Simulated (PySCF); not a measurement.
SMILES B=[NH2+] (charge +1), singlet (B3LYP/def2-SVP optimised geometry):

```
5

B      0.350     0.001     0.000
N     -0.967     0.000    -0.001
H      1.533     0.001     0.000
H     -1.532    -0.656    -0.557
H     -1.533     0.656     0.554
```

Computed with B3LYP/def2-TZVP (PySCF).

What are the frontier orbital energies?

HOMO-2 -21.75 eV, HOMO-1 -19.65 eV, HOMO -16.65 eV, LUMO -9.09 eV, LUMO+1 -7.40 eV.

On the same geometry PBE/def2-TZVP (PySCF 2.14.0) gives HOMO-2 -20.41 eV, HOMO-1 -18.20 eV, HOMO -15.51 eV, LUMO -9.96 eV, LUMO+1 -8.22 eV.

Meta-Löwdin charges at B3LYP/def2-TZVP: B1 0.52, N2 -0.35, H3 0.14, H4 0.34, H5 0.34.
